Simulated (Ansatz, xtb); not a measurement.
C4H4BBrO: which of two isomers lies lower

Structure X: `Bc1ccc(Br)o1`, a singlet. Structure Y: `Bc1cc(Br)co1`, a singlet. Both are isolated molecules in the gas phase, relaxed with PBE-D3(BJ)/def2-SVP; the shapes shown needn't be the lowest conformers.

X (Å):

```xyz
11

C    -0.7507   -0.5466    0.1998
C    -1.1808    0.7815    0.3124
C    -0.1805    1.6279   -0.2235
C     0.8225    0.7599   -0.6409
B    -1.3734   -1.8698    0.5890
Br    2.4609    1.1234   -1.4470
O     0.5169   -0.5181   -0.4062
H    -0.7948   -2.9172    0.3862
H    -2.4712   -1.8490    1.1106
H    -2.1395    1.0875    0.7480
H    -0.1693    2.7191   -0.3050
```

Y (Å):

```yaml
atoms:
  - { symbol: C, position_ang: [-1.0152, -0.3869, 0.1030] }
  - { symbol: C, position_ang: [-0.1330, 0.0847, -0.8756] }
  - { symbol: C, position_ang: [0.7624, 0.9795, -0.2368] }
  - { symbol: C, position_ang: [0.3881, 1.0149, 1.1013] }
  - { symbol: B, position_ang: [-2.1820, -1.3545, 0.0480] }
  - { symbol: Br, position_ang: [2.1766, 1.9376, -1.0130] }
  - { symbol: O, position_ang: [-0.6614, 0.2117, 1.3151] }
  - { symbol: H, position_ang: [-2.4621, -1.8567, -1.0224] }
  - { symbol: H, position_ang: [-2.8159, -1.6171, 1.0492] }
  - { symbol: H, position_ang: [-0.1457, -0.1959, -1.9344] }
  - { symbol: H, position_ang: [0.7904, 1.5629, 1.9606] }
```

Quicker runs give these differences E(Y) − E(X): GFN2-xTB +0.33 kcal/mol; HF/STO-3G +1.66 kcal/mol (at GFN2-xTB geometries); r2SCAN-D4/def2-SVP +1.04 kcal/mol (at GFN2-xTB geometries).

Estimate E(Y) − E(X) at the level CCSD(T)/def2-SVP + ΔMP2/def2-TZVPP.

Too close to call at this level: CCSD(T)/def2-SVP + ΔMP2/def2-TZVPP gives E(Y) − E(X) = +0.54 kcal/mol.

The same difference at several levels:

```tsv
level	geometry	E(Y) − E(X) (kcal/mol)	departure from the last row (kcal/mol)	job, with rough time for the two
GFN2-xTB	GFN2-xTB	+0.33	−0.21	optimisation, 0.16 s
HF/STO-3G	GFN2-xTB	+1.66	+1.12	single point, 0.58 s
r2SCAN-D4/def2-SVP	GFN2-xTB	+1.04	+0.50	single point, 4.3 s
PBE-D3(BJ)/def2-SVP	PBE-D3(BJ)/def2-SVP	+1.07	+0.52	optimisation, 26 s
HF/def2-SVP	PBE-D3(BJ)/def2-SVP	−0.57	−1.11	part of the CCSD(T) run
MP2/def2-SVP	PBE-D3(BJ)/def2-SVP	+0.52	−0.02	part of the CCSD(T) run
CCSD(T)/def2-SVP	PBE-D3(BJ)/def2-SVP	+0.02	−0.53	single point
CCSD(T)/def2-SVP + ΔMP2/def2-TZVPP	PBE-D3(BJ)/def2-SVP	+0.54		single point, 74 s
```

As drawn, both hold the same kinds of bond in the same numbers.

The largest departure from CCSD(T)/def2-SVP + ΔMP2/def2-TZVPP is that of HF/STO-3G, 1.12 kcal/mol. The last row adds to CCSD(T) the change of the MP2 difference between the two basis sets, here +0.53 kcal/mol.

With thermal terms from frequencies at re-optimised GFN2-xTB minima (ideal gas, soft modes damped towards free rotors, one conformer each, 298.15 K, 1 atm): the zero-point term adds −0.02 kcal/mol; ΔH is +0.53 and ΔG +0.52 kcal/mol.

The correlated steps freeze 15 core orbitals; the filled d shell of Br is correlated, in a basis made for valence electrons. Codes used: Ansatz 0.2.0, xtb 6.7.1; the last row on 2 threads of Intel(R) Xeon(R) 6975P-C (Granite Rapids) on a shared host.
